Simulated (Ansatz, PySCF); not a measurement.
Caution: the highest occupied level lies above zero, so the state may not be bound. This triplet is an excited state, 0.86 eV above the relaxed singlet at the level frozen-core CCSD(T)/aug-cc-pVDZ // B3LYP-D3(BJ)/def2-TZVPD (Ansatz, a program for electronic structure).

B3LYP has the VWN-RPA correlation part, as in Gaussian. 

Cartesian coordinates (Å):
SMILES: [B-](Cl)C
```xyz
6

C     -0.5406     0.0480     0.0388
B      0.9236     0.6355     0.2205
Cl     2.4176    -0.3844    -0.2415
H     -0.7261    -0.8680     0.6307
H     -0.7854    -0.2132    -1.0079
H     -1.2891     0.7821     0.3593
```
Charge -1, spin multiplicity 3.

**Question.** Estimate the highest occupied spin orbital and total energy that B3LYP-D3(BJ)/def2-TZVPD (PySCF) returns for this input.

**Answer.** 
```yaml
highest_occupied_spin_orbital: 2.16 eV
total_energy: -14285.60 eV
```
